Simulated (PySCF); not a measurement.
Ca (SMILES [Ca+]), charge +1, doublet; PW91/STO-3G (PySCF).

PySCF was given this input:
```python
from pyscf import gto, scf, dft

mol = gto.Mole()
mol.atom = '''
    Ca    0.000000    0.000000    0.000000
'''
mol.basis = 'sto-3g'
mol.charge = 1
mol.spin = 1
mol.verbose = 4
mol.build()

mf = dft.UKS(mol)
mf.xc = 'pw91,pw91'
mf.kernel()
mf.analyze()
```

It wrote (shortened):

```
PySCF version 2.14.0

[INPUT] verbose = 4
[INPUT] num. atoms = 1
[INPUT] num. electrons = 19
[INPUT] charge = 1
[INPUT] spin (= nelec alpha-beta = 2S) = 1
[INPUT] symmetry False subgroup None
[INPUT] Mole.unit = angstrom
[INPUT] Symbol           X                Y                Z      unit          X                Y                Z       unit  Magmom
[INPUT]  1 Ca     0.000000000000   0.000000000000   0.000000000000 AA    0.000000000000   0.000000000000   0.000000000000 Bohr   0.0

nuclear repulsion = 0
number of shells = 7
number of NR pGTOs = 39
number of NR cGTOs = 13
basis = sto-3g
ecp = {}

******** <class 'pyscf.dft.uks.UKS'> ********
method = UKS
initial guess = minao
damping factor = 0
level_shift factor = 0
DIIS = <class 'pyscf.scf.diis.CDIIS'>
diis_start_cycle = 1
diis_space = 8
diis_damp = 0
SCF conv_tol = 1e-09
SCF conv_tol_grad = None
SCF max_cycles = 50
direct_scf = True
direct_scf_tol = 1e-13
number electrons alpha = 10  beta = 9
XC library pyscf.dft.libxc version 7.1.2
    S. Lehtola, C. Steigemann, M. J. T. Oliveira, and M. A. L. Marques,  SoftwareX 7, 1–5 (2018)
XC functionals = pw91,pw91
    J. P. Perdew. In P. Ziesche and H. Eschrig, editors, Proceedings of the 75. WE-Heraeus-Seminar and 21st Annual International Symposium on Electronic Structure of Solids, 11. Berlin, 1991. Akademie Verlag.
    J. P. Perdew, J. A. Chevary, S. H. Vosko, K. A. Jackson, M. R. Pederson, D. J. Singh, and C. Fiolhais,  Phys. Rev. B 46, 6671 (1992)
    J. P. Perdew, J. A. Chevary, S. H. Vosko, K. A. Jackson, M. R. Pederson, D. J. Singh, and C. Fiolhais,  Phys. Rev. B 48, 4978 (1993)
    J. P. Perdew. In P. Ziesche and H. Eschrig, editors, Proceedings of the 75. WE-Heraeus-Seminar and 21st Annual International Symposium on Electronic Structure of Solids, 11. Berlin, 1991. Akademie Verlag.
    J. P. Perdew, J. A. Chevary, S. H. Vosko, K. A. Jackson, M. R. Pederson, D. J. Singh, and C. Fiolhais,  Phys. Rev. B 46, 6671 (1992)
    J. P. Perdew, J. A. Chevary, S. H. Vosko, K. A. Jackson, M. R. Pederson, D. J. Singh, and C. Fiolhais,  Phys. Rev. B 48, 4978 (1993)
radial grids:
    Treutler-Ahlrichs [JCP 102, 346 (1995); DOI:10.1063/1.469408] (M4) radial grids

becke partition: Becke, JCP 88, 2547 (1988); DOI:10.1063/1.454033
pruning grids: <function nwchem_prune>
grids dens level: 3
symmetrized grids: False
atomic radii adjust function: <function treutler_atomic_radii_adjust>
small_rho_cutoff = 0
Set gradient conv threshold to 3.16228e-05
tot grids = 20424
init E= -670.253119026289

cycle= 1 E= -670.490176008726  delta_E= -0.237  |g|= 0.0467  |ddm|= 1.24
cycle= 2 E= -670.491567227641  delta_E= -0.00139  |g|= 0.0137  |ddm|= 0.0804
cycle= 3 E= -670.491695167008  delta_E= -0.000128  |g|= 5.33e-05  |ddm|= 0.0181
cycle= 4 E= -670.491695169084  delta_E= -2.08e-09  |g|= 1.26e-06  |ddm|= 7.59e-05
cycle= 5 E= -670.491695169085  delta_E= -1.02e-12  |g|= 1.38e-08  |ddm|= 1.81e-06
Extra cycle  E= -670.491695169085  delta_E= -1.14e-13  |g|= 3.75e-09  |ddm|= 2.42e-08
converged SCF energy = -670.491695169085  <S^2> = 0.75005685  2S+1 = 2.0000569
**** SCF Summaries ****
Total Energy =                        -670.491695169084778
Nuclear Repulsion Energy =               0.000000000000000
One-electron Energy =                 -914.187115798538798
Two-electron Energy =                  243.695420629454048
Two-electron Coulomb Energy =          279.540278802140790
DFT Exchange-Correlation Energy =      -35.844858172686749
**** MO energy ****
                             alpha | beta                alpha | beta
MO #1   energy= -142.942420127509  | -142.94104136701   occ= 1 | 1
MO #2   energy= -14.9365378178897  | -14.9352540685153  occ= 1 | 1
MO #3   energy= -12.3404442327978  | -12.339281651184   occ= 1 | 1
MO #4   energy= -12.3404442327978  | -12.339281651184   occ= 1 | 1
MO #5   energy= -12.3404442327978  | -12.339281651184   occ= 1 | 1
MO #6   energy= -1.92818642746211  | -1.92348791659426  occ= 1 | 1
MO #7   energy= -1.25368904262099  | -1.24835550081129  occ= 1 | 1
MO #8   energy= -1.25368904262098  | -1.24835550081129  occ= 1 | 1
MO #9   energy= -1.25368904262098  | -1.24835550081128  occ= 1 | 1
MO #10  energy= -0.335011439934078 | -0.31442959180709  occ= 1 | 0
MO #11  energy= -0.191423843833365 | -0.171628636755453 occ= 0 | 0
MO #12  energy= -0.191423843833365 | -0.171628636755452 occ= 0 | 0
MO #13  energy= -0.191423843833361 | -0.171628636755448 occ= 0 | 0

To work with the spin densities directly, `use mulliken_meta_spin()` only printing them here.

 ** Mulliken spin pop alpha/beta on meta-lowdin orthogonal AOs **
 ** Mulliken Spin Density (per AO)  **
spin_pop of  0 Ca 1s        0.00000
spin_pop of  0 Ca 2s        0.00006
spin_pop of  0 Ca 3s        0.00000
spin_pop of  0 Ca 4s        0.99994
spin_pop of  0 Ca 2px      -0.00000
spin_pop of  0 Ca 2py      -0.00000
spin_pop of  0 Ca 2pz      -0.00000
spin_pop of  0 Ca 3px      -0.00014
spin_pop of  0 Ca 3py      -0.00014
spin_pop of  0 Ca 3pz      -0.00014
spin_pop of  0 Ca 4px       0.00014
spin_pop of  0 Ca 4py       0.00014
spin_pop of  0 Ca 4pz       0.00014
 ** Mulliken Spin Density (per atom)  **
spin density of  0 Ca =      1.00000
 ** Mulliken pop alpha/beta on meta-lowdin orthogonal AOs **
 ** Mulliken pop       alpha | beta **
pop of  0 Ca 1s        1.00000 | 1.00000
pop of  0 Ca 2s        1.00000 | 0.99994
pop of  0 Ca 3s        1.00000 | 1.00000
pop of  0 Ca 4s        1.00000 | 0.00006
pop of  0 Ca 2px       0.99998 | 0.99998
pop of  0 Ca 2py       0.99998 | 0.99998
pop of  0 Ca 2pz       0.99998 | 0.99998
pop of  0 Ca 3px       0.99967 | 0.99981
pop of  0 Ca 3py       0.99967 | 0.99981
pop of  0 Ca 3pz       0.99967 | 0.99981
pop of  0 Ca 4px       0.00035 | 0.00021
pop of  0 Ca 4py       0.00035 | 0.00021
pop of  0 Ca 4pz       0.00035 | 0.00021
In total            10.00000 | 9.00000
 ** Mulliken atomic charges   ( Nelec_alpha | Nelec_beta ) **
charge of  0Ca =      1.00000  (    10.00000      9.00000 )

WARN: System has nonzero charge 1; the dipole moment is origin-dependent.
Location of origin: [0. 0. 0.]

Dipole moment(X, Y, Z, Debye):  0.00000, -0.00000,  0.00000
```
